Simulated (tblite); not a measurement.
C5H6N2O3.
Numbering: `[CH3:1][O:2][C:3](=[O:4])[c:5]1[n:6][n:7][c:8]([CH3:9])[o:10]1` (hydrogens: H11, H12, H13 on C1; H14, H15, H16 on C9)

The geometry is computed with GFN2-xTB (gas phase).

(1) What internal coordinates does the optimisation give?

Answers

(1) 
| bond | length (Å) |
| --- | --- |
| C1–O2 | 1.423 |
| O2–C3 | 1.327 |
| C3=O4 | 1.203 |
| C3–C5 | 1.478 |
| C5–N6 | 1.298 |
| N6–N7 | 1.337 |
| N7–C8 | 1.299 |
| C8–C9 | 1.475 |
| C8–O10 | 1.345 |
| C5–O10 | 1.352 |
| C1–H11, C1–H12, C1–H13 | 1.090 |
| C9–H14, C9–H15, C9–H16 | 1.088 |

Bonds in one row agree within 0.01 Å and their mean is given. A selection of angles:
| angle | degrees |
| --- | --- |
| C1–O2–C3 | 115.7 |
| O2–C3–O4 | 125.3 |
| O2–C3–C5 | 111.0 |
| O4–C3–C5 | 123.7 |
| C3–C5–N6 | 128.3 |
| C3–C5–O10 | 120.3 |
| N6–C5–O10 | 111.4 |
| C5–N6–N7 | 107.1 |
| N6–N7–C8 | 107.4 |
| N7–C8–C9 | 127.4 |
| N7–C8–O10 | 111.4 |
| C9–C8–O10 | 121.2 |
| C5–O10–C8 | 102.7 |

Dihedral angles: C1–O2–C3–O4 0° (synperiplanar); O2–C3–C5–N6 0° (synperiplanar).

Of the pairs four or more bonds apart, O4···H13 is among the closest relative to their van der Waals radii: 2.65 Å, 97 % of the sum of Bondi's values. The 10 heavy atoms lie in one plane (0.001 Å rms). The C–O distances run from 1.203 Å (C3=O4, drawn double) to 1.423 Å (C1–O2, drawn single), a spread of 0.220 Å. N6 (pyridine-type nitrogen) is bent (angle 107.1°). O10 (furan-type oxygen) is bent (angle 102.7°). The 5-membered ring C5–N6–N7–C8–O10 has internal angles of 102.7° to 111.4° (sum 540°, against 540° for a flat polygon); it is planar, 0.00 Å rms from its mean plane, widest ring torsion 0°.

Point group: Cs (every atom within 0.08 Å of its image). Its GFN2-xTB frequencies are all real (lowest 35 cm⁻¹). The numbers are those of one conformer. 2 starts were optimised and ended at 0.00 and 0.77 kcal/mol (GFN2-xTB); the lowest of these is shown.
